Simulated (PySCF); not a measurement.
Geometry (Å), atoms numbered from 1 in this order:
```xyz
13

C     2.250   -0.087   -0.424
O     1.288    0.623    0.345
C     0.016    0.340    0.093
C    -1.151    0.797    0.606
C    -2.021   -0.012   -0.322
F    -2.800   -0.967    0.290
C    -0.671   -0.547   -0.877
O    -0.357   -1.354   -1.701
H     3.221    0.259   -0.078
H     2.161   -1.164   -0.265
H     2.136    0.128   -1.489
H    -1.403    1.464    1.405
H    -2.673    0.521   -1.020
```

Theory: NMR shieldings at PBE0/pcSseg-1/GIAO, geometry from GFN2-xTB, in PySCF 2.14 (equivalent nuclei averaged, no solvent model, a single conformation, non-relativistic Hamiltonian).

Problem. List the cross peaks expected in HSQC, COSY and HMBC spectra.

Solution. 

HSQC (one-bond C–H):
```csv
δH,δC
7.57 (H12),145.7 (C4)
5.86 (H13),99.9 (C5)
4.20 (H9/H10/H11),59.9 (C1)
```

COSY cross peaks (H two or three bonds apart, from the bond graph; peaks can be absent where the dihedral angle is near 90°):
```csv
δH,δH
7.57 (H12),5.86 (H13)
```

HMBC (two and three bonds, from the bond graph):
```csv
δH,δC
7.57 (H12),"190.7 (C7), 170.5 (C3), 99.9 (C5)"
5.86 (H13),"190.7 (C7), 170.5 (C3), 145.7 (C4)"
4.20 (H9/H10/H11),170.5 (C3)
```

Chemical shifts δ = σref − σ; 1H (σ = 31.72 ppm), 13C (σ = 186.93 ppm) against TMS, all at this level.

Shifts are as computed. Against solution values, carbons near 30 ppm lie about +3 ppm off and those near 130 ppm about +5 ppm. Of 1211 compounds with measured shifts, 218 miss one by over three times the rms of a fit or turn the order of signals round; such compounds aren't used in these exercises.
